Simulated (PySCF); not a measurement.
**`InChI=1S/C4H12N2Si/c1-3-6(4-2)5-7/h3,5H,1,4H2,2,7H3`**

Geometry:
```tsv
atom	x (Å)	y (Å)	z (Å)
C1	0.205	2.360	0.294
C2	-0.399	1.256	0.725
N3	-0.059	-0.038	0.406
C4	-1.062	-1.077	0.516
C5	-2.116	-1.027	-0.593
N6	0.875	-0.254	-0.615
Si7	2.528	-0.510	-0.184
H8	-0.099	3.325	0.653
H9	1.028	2.337	-0.398
H10	-1.218	1.314	1.429
H11	-1.541	-0.979	1.493
H12	-0.534	-2.033	0.481
H13	-2.626	-0.066	-0.584
H14	-2.850	-1.815	-0.448
H15	-1.646	-1.164	-1.564
H16	0.632	0.222	-1.478
H17	3.199	0.609	0.486
H18	3.165	-0.790	-1.470
H19	2.507	-1.662	0.715
```

Level of theory: PySCF 2.14.0, GIAO BHandHLYP/pcSseg-1 magnetisability, rotational g tensor and spin-rotation constants, non-relativistic, gas phase. Geometry: GFN2-xTB.

Problem. Give the nuclear spin-rotation constants along the inertial axes (H = +C I·J) beside the isotropic shieldings.

Solution. Rotational constants 2.6917, 1.5565, 1.1115 GHz. A star marks the isotopologue with that one atom substituted, in its own axes.
| atom | isotope | Caa (kHz) | Cbb (kHz) | Ccc (kHz) | mean (kHz) | σ (ppm) |
| --- | --- | --- | --- | --- | --- | --- |
| N3 | 14N | 0.225 | 0.106 | 0.086 | 0.139 | 152.1 |
| N6 | 14N | 0.168 | 0.092 | 0.050 | 0.103 | 200.1 |
| H8 | 1H | -0.261 | 0.097 | -0.127 | -0.097 | 27.9 |
| H9 | 1H | 0.011 | -0.146 | -0.066 | -0.067 | 27.9 |
| H10 | 1H | 0.060 | -0.134 | -0.058 | -0.044 | 25.7 |
| H11 | 1H | -0.195 | -0.137 | -0.009 | -0.114 | 28.9 |
| H12 | 1H | -0.199 | 0.027 | -0.117 | -0.097 | 28.6 |
| H13 | 1H | -0.221 | -0.027 | -0.119 | -0.122 | 31.1 |
| H14 | 1H | -0.121 | -0.091 | -0.119 | -0.110 | 31.2 |
| H15 | 1H | -0.223 | -0.150 | -0.017 | -0.130 | 30.4 |
| H16 | 1H | -0.313 | -0.173 | 0.019 | -0.156 | 29.9 |
| H17 | 1H | -0.169 | 0.009 | -0.083 | -0.081 | 27.3 |
| H18 | 1H | -0.172 | -0.115 | -0.002 | -0.096 | 27.6 |
| H19 | 1H | -0.244 | -0.063 | -0.004 | -0.104 | 27.5 |
| C1 | 13C* | 0.639 | 0.508 | 0.196 | 0.448 | 99.3 |
| C2 | 13C* | 1.007 | 0.610 | 0.291 | 0.636 | 36.1 |
| C4 | 13C* | 0.507 | 0.287 | 0.241 | 0.345 | 132.1 |
| C5 | 13C* | 0.369 | 0.199 | 0.147 | 0.239 | 174.3 |
| Si7 | 29Si* | -1.385 | -0.851 | -0.656 | -0.964 | 415.4 |

For the geometry as given, no vibrational averaging.

Problem. How do the rotational constants and the g tensor change when H8, H9, H10, H11, H12, H13, H14, H15, H16, H17, H18, H19 are replaced by deuterium?

Solution. Constants 2.1739, 1.2978, 0.9377 GHz; g -0.0137, -0.0114, -0.0076, against -0.0171, -0.0136, -0.0090 before.
